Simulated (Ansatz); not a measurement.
`[I][Al]1[CH2][SiH2][NH]1`, one more setting.

```yaml
crystal:
  periodic: [false, false, false]
  atoms:
    - {symbol: I, position_ang: [0.599956, -1.647947, -3.429205]}
    - {symbol: Al, position_ang: [0.213852, -0.591184, -1.239571]}
    - {symbol: C, position_ang: [0.924532, -0.636433, 0.580627]}
    - {symbol: Si, position_ang: [-0.404862, 0.658579, 0.907068]}
    - {symbol: N, position_ang: [-0.973401, 0.632599, -0.743007]}
    - {symbol: H, position_ang: [0.801826, -1.572502, 1.127738]}
    - {symbol: H, position_ang: [1.950357, -0.288085, 0.710884]}
    - {symbol: H, position_ang: [-1.434900, 0.237889, 1.898921]}
    - {symbol: H, position_ang: [0.126974, 1.984173, 1.333327]}
    - {symbol: H, position_ang: [-1.721334, 1.171611, -1.143782]}
basis:
  gaussian: {orbitals: STO-3G}
hamiltonian: {xc: {name: r2SCAN50}}
output: {forces: true}
```

```sh
$ ansatz run in.yaml --threads 4 --pin off --events-out ev --progress --plain --max-ram 10444MiB
```

Output, abridged:

```
Functional definition: r2SCAN50
684 factors; integrals over basis functions are off by at most 5.7e-5 eV
mean field evaluation 1: about -203365.1375 eV, gradient 2.9e1 eV
mean field evaluation 2: about -203365.8477 eV, gradient 2.8e1 eV
mean field evaluation 4: about -203368.1311 eV, gradient 7.7e-1 eV
mean field evaluation 8: about -203368.1143 eV, gradient 4.3e-3 eV
mean field -203368.11428052 eV, -7473.6403519502 hartree, gradient 3.1e-6 eV, S^2 0.000000; 0 other end points of the search recorded, 0 dependent functions left out
reference -203368.11428461 eV, -7473.6403521007 hartree; 49, 49 occupied and 11, 11 virtual orbitals, 684 factors
Total energy: -203368.11428461 eV, -7473.6403521007 hartree
Atom 0 at     0.599956    -1.647947    -3.429205 Å, force    -0.126521     0.356514     0.748611 eV/Å
Atom 1 at     0.213852    -0.591184    -1.239571 Å, force    -0.765514     0.899254     0.660540 eV/Å
Atom 2 at     0.924532    -0.636433     0.580627 Å, force    -0.690014     0.219358    -1.230688 eV/Å
Atom 3 at    -0.404862     0.658579     0.907068 Å, force    -0.385037     0.829863     1.498276 eV/Å
Atom 4 at    -0.973401     0.632599    -0.743007 Å, force     2.544088    -2.235730     0.127659 eV/Å
Atom 5 at     0.801826    -1.572502     1.127738 Å, force     0.008593     0.381756    -0.202649 eV/Å
Atom 6 at     1.950357    -0.288085     0.710884 Å, force    -0.418738    -0.096606    -0.047162 eV/Å
Atom 7 at    -1.434900     0.237889     1.898921 Å, force     0.929494     0.413124    -0.886206 eV/Å
Atom 8 at     0.126974     1.984173     1.333327 Å, force    -0.508585    -1.195072    -0.365500 eV/Å
Atom 9 at    -1.721334     1.171611    -1.143782 Å, force    -0.587767     0.427540    -0.302882 eV/Å
Dipole moment:    -0.123720     0.244848     0.412902 e Å
```

Run time 1.5 s (4 threads of an AMD EPYC 7B13 on a shared host); peak host memory 0.2 GiB.
